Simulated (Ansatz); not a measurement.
C6H16Cl2GeN2, SMILES `CC(C)[NH][Ge]([Cl])([Cl])[NH]C(C)C` from Hartree–Fock to CCSD(T)

```xyz
27

C    -3.323    0.536   -0.052
C    -2.004   -0.148    0.275
C    -2.216   -1.414    1.090
N    -1.076    0.735    0.977
Ge    0.102    1.765    0.094
Cl    1.052    2.927    1.644
Cl   -0.698    3.186   -1.318
N     1.159    0.705   -0.900
C     1.975   -0.347   -0.301
C     3.363    0.143    0.086
C     2.045   -1.536   -1.246
H    -3.989   -0.136   -0.599
H    -3.162    1.430   -0.656
H    -3.835    0.835    0.869
H    -1.514   -0.427   -0.665
H    -2.680   -1.175    2.052
H    -1.265   -1.911    1.288
H    -2.875   -2.111    0.566
H    -1.466    1.152    1.811
H     1.599    1.161   -1.688
H     1.453   -0.665    0.608
H     3.303    0.981    0.782
H     3.945   -0.655    0.555
H     3.910    0.476   -0.802
H     2.538   -1.254   -2.181
H     2.616   -2.356   -0.802
H     1.044   -1.898   -1.487
```

The species carries charge 0 and has multiplicity 1. Correlated methods include outer-core shells of Ge, which these sets cover unevenly. Scalar relativity is left out up to krypton. The structure was optimised at the PBE0-D4/def2-TZVP level. It is one conformer, not always the lowest. Frozen core, restricted reference, Ansatz.

```
     basis      HF (Eh)  MP2 corr.  CCSD corr.       (T)  CCSD(T) total
  def2-SVP  -3339.12250          ?    -1.80420         ?              ?
def2-TZVPP            ?   -2.10616           ?  -0.09221              ?
def2-QZVPP  -3340.17055   -2.50364           –         –              –
```

Q: Fill in the withheld values. (Best estimate.)

A: The calculation gave: def2-SVP MP2 corr.: -1.69511; def2-SVP (T): -0.05347; def2-SVP CCSD(T) total: -3340.98017; def2-TZVPP HF (Eh): -3340.08736; def2-TZVPP CCSD corr.: -2.20334; def2-TZVPP CCSD(T) total: -3342.38291.
